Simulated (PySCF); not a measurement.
# Xe (xenon, neutral): UHF calculation

Configuration: [Xe], closed-shell 1S. Computed with PySCF 2.14 in def2-TZVP with the def2 core potential (28 electrons), with scalar relativity through the core potential.

- Total energy: -328.298394 hartree
- One-electron energy: -571.6029 hartree
- Hartree (Coulomb) energy: 265.9546 hartree
- Exchange energy: -22.6501 hartree
- ⟨S²⟩: 0.0000
- ⟨L²⟩: 0.000
- Sum of ⟨r⟩: 32.61 bohr
- Sum of ⟨r²⟩: 59.11 bohr²
- Time after the integrals: 0.11 s of wall time on 1 thread of Neoverse-V2 (shared host)

| shell | electrons | mean orbital energy (hartree) | rms radius, mean of both spins (bohr) |
| --- | --- | --- | --- |
| 4s | 2 | -8.39978 | 0.767 |
| 4p | 6 | -6.13349 | 0.820 |
| 4d | 10 | -2.66382 | 0.936 |
| 5s | 2 | -1.00934 | 2.03 |
| 5p | 6 | -0.45606 | 2.48 |

Energies and moments cover only the electrons outside the core potential.
